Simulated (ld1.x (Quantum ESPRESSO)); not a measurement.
## Transferability test, TM semilocal potential for Ba (Z = 56)

```json
{
  "Element": "Ba (Z = 56)",
  "Generator": "ld1.x (Quantum ESPRESSO) 7.5",
  "Type": "norm-conserving Troullier–Martins (semilocal form)",
  "Functional": "LDA (PZ)",
  "Relativity": "non-relativistic",
  "Frozen core": "[Kr] 4d10 5s2",
  "Valence charge": "8",
  "Reference configuration": "5p6 5d0 6s2 6p0",
  "Partial waves": "6s (bound): rc 4.20 bohr; 5d (bound, empty): rc 3.55 bohr; 5p (bound): rc 3.25 bohr",
  "Local potential": "the p channel",
  "Core correction": "a·sin(br)/r model core inside 1.95 bohr"
}
```

Energies are relative to the spin-unpolarised reference configuration 5p6 5d0 6s2 6p0; without spin polarisation the order of configurations can differ from experiment. Spin-polarised rows fill each open shell by Hund’s rule, majority spin first. Not all tests gave a result: 2 of 9 tests not solved or not reliable. Left out of the table: 5p6 5d0 6s0 6p1 (solver errors, printed error -1.8 eV); 5p6 5d0 6s1 6p1 (solver errors, printed error -10.7 eV).

```tsv
valence configuration	charge	ΔE all-electron (eV)	error AE − PS (meV)
5p6 5d0 6s0 6p0	+2	15.178	+6.8
5p6 5d0 6s1.5 6p0	+0.5	2.139	+0.9
5p6 5d1 6s0 6p0	+1	5.356	-41
5p5 5d0 6s2 6p0	+1	23.549	-72
5p6 5d0 6s1 6p0 (spin-polarised)	+1	5.216	+4.7
5p6 5d0 6s1.5 6p0 (spin-polarised)	+0.5	2.111	+1.2
```

(1) What are ΔE and the potential's error for 5p6 5d0 6s1 6p0?

Levels in the configuration 5p6 5d0 6s0 6p0:

| level | all-electron (eV) | pseudo (eV) |
| --- | --- | --- |
| 5p | -30.926 | -30.767 |

## Answers

(1) ΔE = 5.360 eV all-electron; the error (AE − PS) is +3.8 meV.
